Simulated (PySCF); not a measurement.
A species of formula C5H7FO2Si has this rotational fingerprint, computed with wB97X-D/def2-SVPD in PySCF (dipole) on a GFN2-xTB geometry, gas phase:

* Rotational constants: A = 2089, B = 1098, C = 928.4 MHz
* Dipole components: |μa| = 0.67 D, |μb| = 1.35 D, |μc| = 1.37 D
* Inertial defect: -158.08 u·Å²
* κ: -0.71

Problem. Which structure is it? (One computed conformer of each.)
A. `[F:1][CH2:2][C:3]#[C:4][SiH:5]1[O:6][CH2:7][CH2:8][O:9]1` with C4–Si5–O6–C7 -126°, Si5–O6–C7–C8 15°, O6–C7–C8–O9 -17°, C7–C8–O9–Si5 12°
B. `[CH3:1][C@@:2]1([F:3])[CH:4]=[CH:5][O:6][SiH2:7][C:8]1=[O:9]` with C1–C2–C4–C5 175°, C4–C5–O6–Si7 -17°, C5–O6–Si7–C8 -4°, O6–Si7–C8–O9 -126°
C. `[CH3:1][C:2](=[O:3])[SiH2:4]/[C:5]([F:6])=[CH:7]\[CH:8]=[O:9]` with C1–C2–Si4–C5 -167°, C2–Si4–C5–F6 -116°, C5–C7–C8–O9 6°

Solution. C. It is CC(=O)[SiH2]/C(F)=C\C=O, an asymmetric top, point group C1. The candidates at the same level (rigid rotor, commonest isotopes):

| SMILES | A (MHz) | B (MHz) | C (MHz) | μa (D) | μb (D) | μc (D) | Δ (u·Å²) | point group | rotor |
| --- | --- | --- | --- | --- | --- | --- | --- | --- | --- |
| C[C@@]1(F)C=CO[SiH2]C1=O | 2042 | 1405 | 1129 | 0.35 | 1.34 | 0.27 | -159.60 | C1 | asymmetric top |
| CC(=O)[SiH2]/C(F)=C\C=O | 2089 | 1098 | 928.4 | 0.67 | 1.35 | 1.37 | -158.08 | C1 | asymmetric top |
| FCC#C[SiH]1OCCO1 | 4230 | 523.5 | 511.8 | 1.37 | 0.74 | 1.95 | -97.40 | C1 | near-prolate asymmetric top |

`C[C@@]1(F)C=CO[SiH2]C1=O` has B 28 % too high; `FCC#C[SiH]1OCCO1` has A 103 % too high. No structure here is proved a minimum.
